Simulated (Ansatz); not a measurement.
`CC[SiH2][SiH3]`: the same geometry under several functionals.

```yaml
crystal:
  periodic: [false, false, false]
  atoms:
    - {symbol: C, position_ang: [0.197993, 1.689631, 0.788563]}
    - {symbol: C, position_ang: [1.182663, 0.635880, 0.292005]}
    - {symbol: Si, position_ang: [0.467242, -1.105456, 0.242168]}
    - {symbol: Si, position_ang: [-1.395747, -1.240609, -1.171120]}
    - {symbol: H, position_ang: [-0.162563, 1.456664, 1.793867]}
    - {symbol: H, position_ang: [-0.678169, 1.758644, 0.138588]}
    - {symbol: H, position_ang: [0.656951, 2.680774, 0.825632]}
    - {symbol: H, position_ang: [1.538656, 0.886487, -0.712905]}
    - {symbol: H, position_ang: [2.071853, 0.611863, 0.931101]}
    - {symbol: H, position_ang: [0.053080, -1.521625, 1.613861]}
    - {symbol: H, position_ang: [1.496634, -2.074127, -0.232862]}
    - {symbol: H, position_ang: [-1.031792, -0.814062, -2.551411]}
    - {symbol: H, position_ang: [-2.497118, -0.358399, -0.695044]}
    - {symbol: H, position_ang: [-1.912684, -2.634866, -1.233444]}
basis:
  gaussian: {orbitals: def2-TZVPP}
hamiltonian: {xc: {name: B97M-V}}
output: {orbitals: {seedname: orbitals}}
```

```sh
$ ansatz run in.yaml --threads 4 --pin off --events-out ev --progress --plain
```

It prints (some lines left out):

```
Functional definition: B97M-V
  name "B97M-V"
  cite "Mardirossian & Head-Gordon, J. Chem. Phys. 142, 074111 (2015) doi:10.1063/1.4907719"
  cite "Becke, J. Chem. Phys. 107, 8554 (1997) doi:10.1063/1.475007"
  cite "Vydrov & Van Voorhis, J. Chem. Phys. 133, 244103 (2010) doi:10.1063/1.3521275"
  # Of w^i u^j: cxij and so on, Table III.
  parameter cx00 = 1.000
  parameter cx01 = 1.308
  parameter cx02 = 1.901
  parameter cx10 = 0.416
  parameter cx11 = 3.070
  parameter css00 = 1.000
  parameter css02 = -1.855
  parameter css10 = -5.668
  parameter css32 = -20.497
  parameter css42 = -20.364
  parameter cos00 = 1.000
  parameter cos01 = 1.573
  parameter cos03 = -6.298
  parameter cos10 = 2.535
  parameter cos32 = -6.427
  parameter b = 6.0
  parameter c = 0.01
  gx(w, u) = cx00 + cx01*u + cx02*u^2 + (cx10 + cx11*u)*w
  gss(w, u) = css00 + css02*u^2 + css10*w + (css32*w^3 + css42*w^4)*u^2
  gos(w, u) = cos00 + cos01*u + cos03*u^3 + cos10*w + cos32*w^3*u^2
  exchange = spin_sum(e_x_unif_s*gx(b97_w, b97_u_x))
  correlation = spin_sum(e_c_pw_mod_same_spin*gss(b97_w, b97_u_same))
      + integral(e_c_pw_mod_opposite_spin*gos(b97_w_opposite, b97_u_opposite)) + vv10(b, c)
1526 factors; their error is unknown
mean field evaluation 1: about -17981.0336 eV, gradient 5.9e1 eV
mean field evaluation 2: about -17969.2072 eV, gradient 8.6e1 eV
mean field evaluation 4: about -17989.7975 eV, gradient 4.1e0 eV
mean field evaluation 8: about -17989.8621 eV, gradient 1.1e-1 eV
mean field evaluation 16: about -17989.8101 eV, gradient 4.2e-4 eV
mean field -17989.81009796 eV, -661.1133271689 hartree, gradient 2.4e-5 eV, S^2 0.000000; 0 other end points of the search recorded, 0 dependent functions left out
reference -17989.81017440 eV, -661.1133299780 hartree; 25, 25 occupied and 261, 261 virtual orbitals, 1526 factors
Total energy: -17989.81017440 eV, -661.1133299780 hartree
```

Run time 12 s (4 threads of a server CPU on a shared host); peak host memory 0.5 GiB.

With the line `hamiltonian: {xc: pbe, dispersion: d4}` and forces (abridged; 3.2 s):

```
Functional definition: PBE
mean field evaluation 16: about -17982.0020 eV, gradient 4.6e-4 eV
mean field -17982.00198264 eV, -660.8263842233 hartree, gradient 1.4e-5 eV, S^2 0.000000
Total energy: -17982.29523563 eV, -660.8371610720 hartree
Atom 0 force    -0.004120     0.004259     0.001856 eV/Å
Atom 1 force    -0.006879    -0.017476    -0.001589 eV/Å
Atom 2 force    -0.068369    -0.046451    -0.059098 eV/Å
Atom 3 force     0.075227     0.001710     0.060909 eV/Å
Atom 4 force    -0.077916    -0.036300     0.195546 eV/Å
Atom 5 force    -0.175979     0.019583    -0.118421 eV/Å
Atom 6 force     0.084278     0.202339     0.010716 eV/Å
Atom 7 force     0.075875     0.041122    -0.190957 eV/Å
Atom 8 force     0.178437    -0.009771     0.116089 eV/Å
Atom 9 force    -0.041037    -0.043773     0.137838 eV/Å
Atom 10 force     0.100864    -0.104965    -0.044508 eV/Å
Atom 11 force     0.030187     0.041209    -0.138106 eV/Å
Atom 12 force    -0.112894     0.085215     0.041139 eV/Å
Atom 13 force    -0.057675    -0.136700    -0.011415 eV/Å
Dipole moment:     0.122644     0.184194     0.047716 e Å
```

The same input with `hamiltonian: {xc: {name: wB97M-V}}` and forces (abridged; 15 s):

```
Functional definition: wB97M-V
mean field evaluation 16: about -17990.6350 eV, gradient 5.3e-5 eV
mean field -17990.63501164 eV, -661.1436421873 hartree, gradient 5.3e-5 eV, S^2 0.000000
Total energy: -17990.63507357 eV, -661.1436444631 hartree
Atom 0 force    -0.125732     0.159962     0.071517 eV/Å
Atom 1 force     0.171406    -0.153385    -0.070361 eV/Å
Atom 2 force     0.016593    -0.102938     0.046063 eV/Å
Atom 3 force    -0.075416    -0.000215    -0.056106 eV/Å
Atom 4 force     0.023889     0.012626    -0.068191 eV/Å
Atom 5 force     0.053990    -0.004872     0.039803 eV/Å
Atom 6 force    -0.045377    -0.079448    -0.001891 eV/Å
Atom 7 force    -0.025405    -0.010572     0.072376 eV/Å
Atom 8 force    -0.067989     0.012317    -0.051092 eV/Å
Atom 9 force     0.039869     0.048708    -0.139346 eV/Å
Atom 10 force    -0.109668     0.103866     0.048140 eV/Å
Atom 11 force    -0.037241    -0.044845     0.150278 eV/Å
Atom 12 force     0.119681    -0.095073    -0.050285 eV/Å
Atom 13 force     0.061398     0.153867     0.009094 eV/Å
Dipole moment:     0.120890     0.172149     0.046013 e Å
```

The same input with `hamiltonian: {xc: {name: LC-wPBE}, dispersion: d4}` (abridged; 3.2 s):

```
WARN the engine holds no damping parameters fitted to this dispersion correction and functional, so the run takes those fitted to pbe0 (hamiltonian.dispersion, under Limitations)
Functional definition: LC-wPBE
mean field evaluation 16: about -17987.6110 eV, gradient 2.4e-5 eV
mean field -17987.61099510 eV, -661.0325116292 hartree, gradient 2.4e-5 eV, S^2 0.000000
Total energy: -17987.86135144 eV, -661.0417120550 hartree
```

With the line `hamiltonian: {xc: {name: PBE-QIDH}}` (abridged; 7.5 s):

```
Functional definition: PBE-QIDH
mean field evaluation 16: about -17972.9912 eV, gradient 2.9e-5 eV
mean field -17972.99118826 eV, -660.4952436378 hartree, gradient 8.3e-6 eV, S^2 0.000000
12 core orbitals not correlated: weight in the atoms' cores, before any rotation towards them, 1.000 or more for the frozen orbitals, at most 0.000 for the correlated occupied ones
second order -18.99005933 eV of doubles, -0.00000000 eV of singles
Total energy: -17979.32122360 eV, -660.7278681458 hartree
```

Changing it to `hamiltonian: {xc: {name: BHLYP}, dispersion: d4}` (abridged; 3.9 s):

```
Functional definition: BHLYP
mean field evaluation 16: about -17992.2641 eV, gradient 2.4e-5 eV
mean field -17992.26412632 eV, -661.2035110478 hartree, gradient 2.4e-5 eV, S^2 0.000000
Total energy: -17992.63056128 eV, -661.2169772839 hartree
```

LC-ωPBE has ω = 0.4 bohr⁻¹; the program lends it PBE0's D4 damping.
